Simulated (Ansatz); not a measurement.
Cost and result up the ladder for Al2O3 (5 atoms). Total charge 0; singlet. Geometry: PBE-D4/def2-SVP.

Cartesian coordinates in Å:
```
Al -0.220 -0.655 1.503
Al -1.440 1.411 -0.380
O 0.101 0.686 -1.041
O 0.262 -0.704 -0.556
O 1.298 -0.739 0.475
```

Ansatz on 4 threads of Arm Neoverse V1 on a shared host. Times are rough, and most runs start from the orbitals of an earlier one. No level here is sound enough to serve as a yardstick. Binding counts from free atoms at the same level (Al doublet, O triplet; other spins of the atoms weren't run), without zero-point energy or a counterpoise term.

HSE06 is defined as in plane-wave codes, on full-range PBE exchange. Correlated methods freeze 13 core orbitals. The structure holds 2 bond(s) between oxygen atoms. Another isomer (singlet) lies 5.54 eV lower at PBE0-D4/def2-TZVP; other spin states weren't run for this one.

Run but left out: PBE-QIDH/def2-TZVP (restricted singlet, unstable in another Hartree–Fock run and untested here).

Correlated methods converge slowly with the basis.

| level | functions | binding energy per atom (eV) | remarks |
| --- | --- | --- | --- |
| PBE0-D4/def2-TZVP | 167 | 2.72 | restricted SCF unstable in HF |
| CCSD(T)/def2-TZVPP | 177 | 2.62 | large T1 (0.025), restricted SCF unstable |
| HSE06-D4/def2-TZVP | 167 | 2.72 | restricted SCF unstable in HF |
| PBE-D4/def2-TZVP (with forces) | 167 | 3.08 | restricted SCF unstable in HF |
| r2SCAN-D4/def2-TZVP | 167 | 2.83 | restricted SCF unstable in HF |

Task: Estimate how long each takes.

Result: PBE-D4/def2-TZVP (with forces) 1.6 s; PBE0-D4/def2-TZVP 1.8 s; HSE06-D4/def2-TZVP 1.8 s; r2SCAN-D4/def2-TZVP 2.9 s; CCSD(T)/def2-TZVPP 27 s. On shared hardware such times vary by a factor of up to 3.
